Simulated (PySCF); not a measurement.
Protons, H atoms and electrons added to or taken from c1cc[nH]c1. Isolated molecules, 0 K electronic values unless said otherwise. Strings in code marks are SMILES.

These are PySCF with CAM-B3LYP-D3(BJ)/def2-TZVP values and carry that method's errors. 

| species | dipole moment (D) | highest occupied spin orbital (eV) |
|---|---|---|
| proton added at N4 (`C1=C[NH2+]C=C1`) | – | – |
| H atom removed from C1 (`[c]1cc[nH]c1`) | 2.60 | ? |
| H atom removed from C3 (`[c]1ccc[nH]1`) | 1.78 | -7.43 |
| H atom removed from N4 (`C1=C[N]C=C1`) | 2.09 | -8.40 |

### Question
Complete the blanks.

### Answer

- H atom removed from C1 (`[c]1cc[nH]c1`), highest occupied spin orbital (eV): -7.54
